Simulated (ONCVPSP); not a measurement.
## Transferability test, ONCV potential for Ce

| Property | Result |
| --- | --- |
| Element | cerium |
| Generator | ONCVPSP 4.0.1 |
| Type | optimised norm-conserving Vanderbilt (ONCV) |
| Functional | PBE |
| Relativity | scalar-relativistic |
| Frozen core | [Kr] 4d10 |
| Valence charge | 12 |
| Reference configuration | 4f0.5 5s2 5p6 5d1.5 6s2 |
| Partial waves | 5s+6s: rc 2.05 bohr, ncon 3, nbas 7, qcut 4.7 1/bohr, 2 projectors; 5p: rc 1.85 bohr, ncon 4, nbas 7, qcut 5.4 1/bohr, 2 projectors, debl 3.9 Ha; 5d: rc 4.00 bohr, ncon 4, nbas 9, qcut 3.5 1/bohr, 1 projector; 4f: rc 1.75 bohr, ncon 3, nbas 7, qcut 9 1/bohr, 2 projectors, debl 0.6 Ha |
| Local potential | polynomial inside 1.70 bohr (lpopt 3, dvloc0 0 Ha) |
| Core correction | Teter function, fcfact 5.5, rcfact 1.75 |

Energies are relative to the spin-unpolarised reference configuration 4f0.5 5s2 5p6 5d1.5 6s2; without spin polarisation the order of configurations can differ from experiment.

```tsv
valence configuration	charge	ΔE all-electron (eV)	error AE − PS (meV)
4f1 5s2 5p6 5d1 6s2	0	-1.774	+44
4f1 5s2 5p6 5d1 6s0	+2	15.378	+50
```

**Question.** What are ΔE and the potential's error for 4f1 5s2 5p5 5d1 6s2?

**Answer.** ΔE = 26.087 eV all-electron; the error (AE − PS) is +10 meV.

**Question.** What are ΔE and the potential's error for 4f1 5s2 5p6 5d1 6s1?

**Answer.** ΔE = 4.297 eV all-electron; the error (AE − PS) is +58 meV.

Levels in the configuration 4f1 5s2 5p6 5d1 6s0:

```
level  all-electron (eV)  pseudo (eV)
   4f            -18.179      -18.615
   5s            -53.373      -53.245
   5p            -35.935      -35.914
   5d            -14.854      -14.950
```

Note: no bound ghost flagged; GHOST(+) flagged for s at 105.0 eV.
